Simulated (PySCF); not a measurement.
ClH5N2OSi. Atoms are numbered in the order given.

```xyz
10

N     -1.1816     1.4385     0.3654
Si    -0.0634     0.1623     0.3263
N      1.4748     0.7837     0.7221
O     -0.7505    -1.0045     1.2825
Cl     0.2680    -0.7708    -1.5179
H     -0.9644     2.3315    -0.0577
H     -2.1757     1.2534     0.4111
H      2.3200     0.3572     0.3650
H      1.6224     1.2785     1.5936
H     -0.5194    -1.9083     1.0507
```

Coordinates come from a PBE0-D3(BJ)/def2-SVP optimisation. The structure was generated by enumeration, and PubChem lists no compound with its InChIKey, so it may never have been made. The values are those of a single conformer.

Level of theory: PySCF with TDDFT-CAM-B3LYP/def2-SVPD.

Vertical excitations. Isolated molecule, no solvent.

Question: List the lowest excited states. (An estimate is asked for; the answer gives what the named calculation found.)

Answer: 
```tsv
state	energy (eV)	λ (nm)	f	main pairs
S1	6.90	180	0.029	HOMO→LUMO 52 %, HOMO−1→LUMO 30 %
S2	6.98	178	0.048	HOMO−1→LUMO 49 %, HOMO→LUMO 29 %, HOMO→LUMO+2 9 %
S3	7.98	155	0.054	HOMO−2→LUMO 40 %, HOMO→LUMO+1 16 %, HOMO−1→LUMO+1 9 %, HOMO−1→LUMO+2 9 %
S4	8.15	152	0.035	HOMO−3→LUMO 26 %, HOMO→LUMO+2 21 %, HOMO−1→LUMO+2 10 %, HOMO−1→LUMO+1 9 %
S5	8.27	150	0.068	HOMO−2→LUMO 41 %, HOMO→LUMO+1 10 %, HOMO−1→LUMO+2 10 %
S6	8.36	148	0.006	HOMO−1→LUMO+4 18 %, HOMO−1→LUMO+3 11 %, HOMO→LUMO+4 11 %, HOMO→LUMO+3 10 %
S7	8.53	145	0.024	HOMO−3→LUMO 40 %, HOMO→LUMO+2 22 %
S8	8.61	144	0.029	HOMO−1→LUMO+2 24 %, HOMO→LUMO+1 23 %, HOMO−4→LUMO 7 %, HOMO−1→LUMO+1 7 %
S9	8.66	143	0.041	HOMO−1→LUMO+1 28 %, HOMO−1→LUMO+2 15 %, HOMO→LUMO+2 14 %, HOMO−4→LUMO 7 %
S10	8.71	142	0.020	HOMO→LUMO+5 21 %, HOMO−1→LUMO+4 10 %, HOMO→LUMO+3 9 %, HOMO−1→LUMO+1 8 %
T1	6.56	189	0	HOMO−1→LUMO 36 %, HOMO→LUMO 36 %, HOMO−1→LUMO+2 9 %
T2	6.63	187	0	HOMO→LUMO 35 %, HOMO−1→LUMO 33 %, HOMO→LUMO+2 12 %
T3	7.66	162	0	HOMO−2→LUMO 27 %, HOMO→LUMO+1 18 %, HOMO−4→LUMO 11 %, HOMO−1→LUMO+1 10 %
T4	7.89	157	0	HOMO−3→LUMO 30 %, HOMO→LUMO+3 15 %, HOMO−1→LUMO+1 9 %, HOMO→LUMO+2 9 %
```
Triplets are in the Tamm–Dancoff approximation, which puts them higher than full response would, so one can lie above its singlet here.
